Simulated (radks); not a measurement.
Problem. Valence configurations of Be II (all share [He]). Method: non-relativistic Kohn-Sham, PBE, spin-unpolarised, spherical densities, point nucleus; without spin polarisation the odd electron is poorly described; computed with a radial shooting solver on a logarithmic mesh with Libxc functionals. Order these by energy: 2s1; 2p1; 2s0.5 2p0.5.

Solution. From the lowest, in eV above it: 2s1 0.000; 2s0.5 2p0.5 1.957; 2p1 3.907. NIST lists [He] 2s1 as the ground configuration; this level of theory agrees among the configurations tried. The energies are those of spherical spin-averaged densities, not of single terms.
